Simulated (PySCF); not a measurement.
Distances in Å between the heavy atoms of a computed structure (PBE0-D3(BJ)/def2-SVP; lower triangle, same order across):
```
C1    0.00
S2    1.81  0.00
B3    2.88  1.78  0.00
C4    4.35  2.86  1.57  0.00
P5    3.31  3.24  1.92  3.05  0.00
```

Hydrogens: 3 on C1, 3 on C4, 2 on P5.

Charge 0, singlet.

Task: Which heavy atoms are bonded, and with what formal order?

Result: C1–S2 (single); S2–B3 (single); B3–C4 (single); B3–P5 (single).

Task: Give the structure as a SMILES string.

Result: `CSB(C)P`, C2H8BPS.

Task: Describe the place of each heavy atom.

Result: C1: S-methyl carbon; S2: sulfur bonded to B and C; B3: three-coordinate boron; C4: sp3 carbon bound to boron; P5: three-coordinate phosphorus.

Conformer computed: `[CH3:1][S:2][B:3]([CH3:4])[PH2:5]`: C1–S2–B3–C4 179°, H–P5–B3–S2 -53°, H–P5–B3–S2 -151°.
